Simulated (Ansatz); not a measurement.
The first iterations of a band of Cl2GaH2 (5 atoms, charge 0, multiplicity 2).

Theory: UKS PBE0/def2-SVP (Ansatz 0.2.0).

```
movable images  : 5
climbing image  : yes
spring          : 5.0 eV/Å²
optimiser       : quadratic models (default)
start path      : straight line
force threshold : 0.03 eV/Å
iteration limit : 60
end points      : relaxed
```

Initial state:

```xyz
5
Properties=species:S:1:pos:R:3
Ga 0.075 -0.153 0.652
Cl -0.444 1.652 2.061
H 1.549 -0.023 0.181
H -1.225 -0.644 -0.043
Cl 0.045 -0.832 2.900
```

Final state:

```xyz
5
Properties=species:S:1:pos:R:3
Ga 0.016 0.340 0.003
Cl -0.013 -0.277 2.084
H 1.407 0.831 -0.494
H -1.357 0.212 -0.717
Cl -0.053 -1.105 4.873
```

| iteration | highest image above the first end (eV) | largest band force component (eV/Å) |
| --- | --- | --- |
| 1 | 1.652 | 3.200 |
| 2 | 0.937 | 0.982 |

Task: Does the band converge within its limit, and where does its top end?

Result: The run converged. It ended after 7 iterations with the highest image 0.927 eV above the first end. The highest image is an end point: on this band no image between the ends rises above it.

Run time: 2.1 min on 2 threads of Arm Neoverse V1 (shared host), peak memory 0.26 GiB.
